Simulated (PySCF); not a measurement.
Si(F)(Cl)(Br)(OH) (BrClFHOSi), SMILES O[Si](Cl)(Br)F. Coordinates come from a B3LYP-D3(BJ)/def2-SVP optimisation. Other conformers were not sampled.

The numbers are results of B3LYP-D3(BJ)/def2-SVP in PySCF 2.14.0, not measurements.

Harmonic wavenumbers (cm⁻¹): 128, 156, 222, 255, 262, 300, 442, 593, 785, 896, 988, 3868. Rotational constants (GHz): 2.730, 1.233, 1.087; symmetry number 1.

Question: Work out the zero-point energy and the ideal-gas rigid-rotor harmonic-oscillator thermochemistry at 298.15 K and 1 atm.

Answer: ZPE = ½ Σ hcν = ½ × 8895 cm⁻¹ = 12.72 kcal/mol. H − E(el) = 17.49 kcal/mol. Entropy in cal/(mol K): translation 41.46, rotation 28.86, vibration 14.02, total 84.35. G − E(el) = -7.66 kcal/mol. Cp = 22.74 cal/(mol K). Modes under 150 cm⁻¹ make the vibrational entropy uncertain.
